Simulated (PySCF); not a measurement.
Unknown compound

An unknown has the formula C₂H₅BF₂O. Its calculated NMR data are:

¹H NMR (600 MHz, computed): δ 6.27 (t, J = 82.7 Hz, 1H), 6.03 (br, 1H), 0.68 (s, 3H).

¹³C{¹H} NMR (computed): δ 117.0 (CH, t, J = 337.7 Hz), 6.1 (CH3).

No relativistic terms, one averaged value for each set of equivalent atoms, one computed conformer, no solvent model. J: B3LYP/pcJ-1 (spin–dipole term only in couplings to heteroatoms); PBE0-D3(BJ)/def2-SVP structure; shieldings: GIAO PBE0/pcSseg-1; PySCF 2.14.0 with density-fitted response routines.

Shifts are taken against calculated references (same method and geometry level): TMS for ¹H, ¹³C.

Q: What is the structure?

A: 
- 2 carbon signals for 2 carbons: no two carbons are equivalent.
- Carbon types of the structure: 1 × CH, 1 × CH3, leaving 1 H on heteroatoms.
- δC 117.0: sp3 CH bonded to 2 F and O; 3 electronegative neighbours deshield it.
- δC 6.1: methyl carbon bonded to B.
- δH 6.27: hydrogen on an sp3 CH bonded to 2 F and O; its carbon carries F and O, which withdraws density.
- δH 6.03: hydrogen on a boron bonded to C, O.
- δH 0.68: hydrogen on a methyl carbon bonded to B.

These data were computed for `CBOC(F)F`.

The shifts were computed for this structure.

Hydrogens on boron are broadened and split by ¹¹B (spin 3/2, 80 %) and 10B (spin 3). A carbon bonded to boron is broadened by the quadrupolar boron nucleus and is often missing from a measured spectrum. C–F couplings over four or more bonds (about 3 Hz to the para carbon of a fluoroarene) are left out. Common functionals overestimate the size of one-bond C–F couplings by tens of Hz; these are unscaled. Multiplet labels drop couplings under 1 Hz and merge nearly equal ones. Shifts are as computed. Against solution values, carbons near 30 ppm lie about +2 ppm off and those near 130 ppm about +5 ppm. Of 1309 compounds with measured shifts, 239 miss one by over three times the rms of a fit or turn the order of signals round; such compounds aren't used in these exercises.
